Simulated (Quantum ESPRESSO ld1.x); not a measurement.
Results of a calculation; reference values are marked as such.
Species: Zn3+. Configuration: [Ar] 3d8 4f1 (not the ground configuration). Level of theory: scalar-relativistic Kohn-Sham, LDA (Slater exchange, Perdew-Zunger correlation), spin-polarised, spherical densities, point nucleus; open shells are filled with parallel spins first (ld1.x of Quantum ESPRESSO 7.5).

X-ray form factor f0, the Fourier transform of the density (f0(0) = 27):

sin(theta)/lambda (1/angstrom)  f0 (electrons)
0.05                                    26.480
0.1                                     25.394
0.15                                    24.266
0.2                                     23.081
0.25                                    21.743
0.3                                     20.285
0.4                                     17.302
0.5                                     14.575
0.6                                     12.301
0.8                                      9.175
1                                        7.450
1.25                                     6.271
1.5                                      5.463
2                                        4.055
